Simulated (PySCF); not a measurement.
# Which determinant of TiSi lies lowest?

Unrestricted PBE0; Ti def2-TZVPP, Si def2-TZVPP; no relativity (PySCF 2.14). Outer shells of the fragments: Ti 3d2 4s2; Si 3s2 3p2.

Followed along the bond (rough minima from three points):

| 2Ms+1 | unpaired | ⟨S²⟩ at the start | R at minimum (Å) | Te (eV) |
| --- | --- | --- | --- | --- |
| 5 | σ ↑, π ↑↑, δ ↑ | 6.03 | 2.43 | 0.00 |
| 1 | σ ↑, π ↓↓, δ ↑ | 2.24 | 2.48 | 0.21 |
| 1 | π ↓, δ ↑ | 2.00 | 2.47 | 0.24 |
| 3 | π ↑, δ ↑ | 2.78 | 2.43 | 0.28 |
| 3 | σ ↑, π ↑↓, δ ↑ | 3.13 | 2.46 | 0.29 |
| 5 | σ ↑↑, π ↑, δ ↑ | 6.45 | 2.32 | 0.44 |

Solutions found at the starting distance of 2.380 Å, counted from the lowest of them; the search is not exhaustive and high or unbound solutions are not listed, so other states can lie among these:

```
2Ms+1          unpaired          term  E (eV)   ⟨S²⟩  ⟨Lz²⟩  μ (D)
    5    σ ↑, π ↑↑, δ ↑            ⁵Δ    0.00   6.03   4.00  -4.00
    1    σ ↑, π ↓↓, δ ↑         mixed    0.24   2.24   4.00  -3.45
    1          π ↓, δ ↑         mixed    0.26   2.00   3.87  -3.44
    3          π ↑, δ ↑         mixed    0.28   2.78   4.65  -4.12
    3    σ ↑, π ↑↓, δ ↑         mixed    0.31   3.13   6.03  -3.84
    5    σ ↑↑, π ↑, δ ↑         mixed    0.44   6.45   5.43  -3.95
    7  σ ↑↑, π ↑↑↑, δ ↑         mixed    0.61  12.00   4.89  -2.77
    7  σ ↑↑, π ↑↑↑, δ ↑         mixed    0.62  12.00   4.91  -2.49
    7  σ ↑↑, π ↑↑, δ ↑↑           ⁷Σ⁺    0.69  12.00   0.00  -3.17
    5        π ↑↑↑, δ ↑  not assigned    0.69   6.12   4.06  -4.24
    3          σ ↑, π ↑         mixed    0.70   2.64   1.46  -3.69
    3          σ ↑, δ ↑         mixed    0.71   3.20   2.84  -5.06
    1          σ ↓, δ ↑         mixed    0.80   2.25   4.00  -6.27
    5        π ↑↑, δ ↑↑           ⁵Σ⁺    0.83   6.03   0.00  -4.66
```

A term symbol is given only where ⟨S²⟩ and ⟨Lz²⟩ are close to those of a pure state; real π, δ and φ orbitals otherwise mix terms. A positive dipole means Ti(−)Si(+).

The state is the lowest single determinant that the PBE0 search found; with open d or f shells the true ground state can be another one.
